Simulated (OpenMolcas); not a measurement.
An OpenMolcas run meant for neutral titanium (ANO-L-VQZP, non-relativistic; inactive shells 1s 2s 2p 3s 3p; intended active space 4 electrons in 6 orbitals (3d 4s)). One step of its input:

```
&CASPT2
Multistate=10 1 2 3 4 5 6 7 8 9 10
Frozen=2 3
IPEA=2.0
Imaginary=0.1
MaxIter=60
WThr=0.0 0.3 0.05
PrWF=0.5
NoMix
```

The run finished. Its levels beside those of a sound run (SS-CASPT2, IPEA 0.25 Eh, imaginary shift 0.1 Eh (closed shells correlated: 3s 3p)), in cm⁻¹ above each run's lowest level:

| Level | This run | Usual run |
| --- | --- | --- |
| 3d² 4s² ³F₂ | 0.0 | 0.0 |
| 3d² 4s² ³F₃ | 150 | 147 |
| 3d² 4s² ³F₄ | 340 | 337 |
| 3d³ 4s ⁵F₁ | 3778 | 4752 |
| 3d³ 4s ⁵F₂ | 3825 | 4799 |
| 3d³ 4s ⁵F₃ | 3896 | 4869 |
| 3d³ 4s ⁵F₄ | 3990 | 4963 |
| 3d³ 4s ⁵F₅ | 4107 | 5080 |
| 3d² 4s² ¹D₂ | 4209 | 8494 |
| 3d³ 4s ³F₂ | 10012 | 8798 |
| 3d³ 4s ³F₃ | 10133 | 8918 |
| 3d³ 4s ³F₄ | 10294 | 9079 |

Q: Which setting is unsound, and how much does it matter here?

A: The IPEA shift is far above its usual 0.25 hartree. Against the sound run the excited levels shown move by 1200 cm-1 on average and by 4300 cm-1 at most.

Term energies are means over components that CASPT2 splits; among the terms shown or strongly mixed into the levels shown the widest spread is 3300 cm-1 (3d² 4s² ³F, the sound run). Over all roots computed the reference weight is 0.83 to 0.91 in the sound run; the roots of lowest weight are the least certain, and an intruder state may touch them. Some high roots are left out of the spin-orbit mixing, which shifts the levels that they would mix with. A single d shell beside an s shell can misplace configurations of different d count against each other. Some terms miss by over 15 % even with CASPT2, which points to a basis or an active space too small for the shells correlated. The CASPT2 spread within a term exceeds the gap to the next term for 3d² 4s² ¹D and 3d³ 4s ³F, so the order of their levels is uncertain, and so are names and mixing where such terms share a J (figures for the sound run; the like holds for this run). Configurations are named by rounded mean occupations; where the s occupation lies near a half they are strongly mixed, a name can repeat and a true partner stay unpaired (holds for the sound run). Only configurations of the active space appear.
